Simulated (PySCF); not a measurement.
# Levels of Sm³¹⁺ from EOM-EA-GCCSD

Reference: closed-shell Sm³²⁺, [Ar] 3d10 4s2; one electron is added. Calculated with PySCF 2.14, two-component X2C-1e with screened spin-orbit coupling, an even-tempered Gaussian basis (19 s from 1.3 bohr⁻², ratio 2.6; 15 p from 1.7 bohr⁻², ratio 2.6; 10 d from 1.7 bohr⁻², ratio 2.6; 6 f from 1.7 bohr⁻², ratio 2.8); frozen [Ar]; the 94 highest virtual spinors dropped; of the others 68 kept and the rest restored at second order. No Breit or QED terms. Binding energies in eV.

| level | Koopmans | second order | EOM-CCSD |
| --- | --- | --- | --- |
| 4p1/2 | 1225.7 | 1227.4 | 1227.2 |
| 4p3/2 | 1187.4 | 1189.2 | 1189.1 |

For comparison, the ionisation energy of Sm³¹⁺ is 1226 ± 4 eV (theoretical estimate listed by NIST; NIST Atomic Spectra Database, ionization energies).
